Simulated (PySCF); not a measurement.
# M06-L on Kr⁺ (krypton, charge +1)

Configuration: [Ar] 3d10 4s2 4p5, 2P determinant. Computed with PySCF 2.14 in pcseg-2, with no relativity, point nucleus.

```json
{"Total energy": "-2753.175 hartree", "One-electron energy": "-3815.886 hartree", "Hartree (Coulomb) energy": "1157.888 hartree", "Exchange-correlation energy": "-95.177 hartree", "Kinetic energy": "2753.69088 hartree", "⟨S²⟩": "0.7543", "⟨L²⟩": "2.019", "Sum of ⟨r⟩": "23.60 bohr", "Sum of ⟨r²⟩": "31.74 bohr²", "Traceless quadrupole moment −½Σ⟨3z² − r²⟩ along its main axis": "1.47 e·bohr²", "Density at the nucleus (Gaussians lack the cusp)": "31900 bohr⁻³", "Spin density at the nucleus": "-0.468 bohr⁻³", "Langevin diamagnetic susceptibility": "-25.1 ×10⁻⁶ cm³/mol", "Time after the integrals": "1.1 s of wall time on 1 thread of Neoverse-V1 (shared host)"}
```

```json
{"shell": "1s α", "electrons": "1", "mean orbital energy (eV)": "-13942.1", "spread (eV)": "0", "rms radius, mean of both spins (bohr)": "0.0491"}
{"shell": "1s β", "electrons": "1", "mean orbital energy (eV)": "-13942.0", "spread (eV)": "0", "rms radius, mean of both spins (bohr)": "0.0491"}
{"shell": "2s α", "electrons": "1", "mean orbital energy (eV)": "-1833.6", "spread (eV)": "0", "rms radius, mean of both spins (bohr)": "0.204"}
{"shell": "2s β", "electrons": "1", "mean orbital energy (eV)": "-1833.6", "spread (eV)": "0", "rms radius, mean of both spins (bohr)": "0.204"}
{"shell": "2p α", "electrons": "3", "mean orbital energy (eV)": "-1655.6", "spread (eV)": "0.270", "rms radius, mean of both spins (bohr)": "0.179"}
{"shell": "2p β", "electrons": "3", "mean orbital energy (eV)": "-1655.5", "spread (eV)": "0.140", "rms radius, mean of both spins (bohr)": "0.179"}
{"shell": "3s α", "electrons": "1", "mean orbital energy (eV)": "-274.28", "spread (eV)": "0", "rms radius, mean of both spins (bohr)": "0.577"}
{"shell": "3s β", "electrons": "1", "mean orbital energy (eV)": "-274.20", "spread (eV)": "0", "rms radius, mean of both spins (bohr)": "0.577"}
{"shell": "3p α", "electrons": "3", "mean orbital energy (eV)": "-210.12", "spread (eV)": "0.737", "rms radius, mean of both spins (bohr)": "0.588"}
{"shell": "3p β", "electrons": "3", "mean orbital energy (eV)": "-210.01", "spread (eV)": "0.589", "rms radius, mean of both spins (bohr)": "0.588"}
{"shell": "3d α", "electrons": "5", "mean orbital energy (eV)": "-96.683", "spread (eV)": "0.720", "rms radius, mean of both spins (bohr)": "0.612"}
{"shell": "3d β", "electrons": "5", "mean orbital energy (eV)": "-96.559", "spread (eV)": "0.510", "rms radius, mean of both spins (bohr)": "0.612"}
{"shell": "4s α", "electrons": "1", "mean orbital energy (eV)": "-34.372", "spread (eV)": "0", "rms radius, mean of both spins (bohr)": "1.69"}
{"shell": "4s β", "electrons": "1", "mean orbital energy (eV)": "-32.826", "spread (eV)": "0", "rms radius, mean of both spins (bohr)": "1.69"}
{"shell": "4p α", "electrons": "3", "mean orbital energy (eV)": "-20.320", "spread (eV)": "1.666", "rms radius, mean of both spins (bohr)": "1.96"}
{"shell": "4p β", "electrons": "2", "mean orbital energy (eV)": "-19.248", "spread (eV)": "0", "rms radius, mean of both spins (bohr)": "1.96"}
```
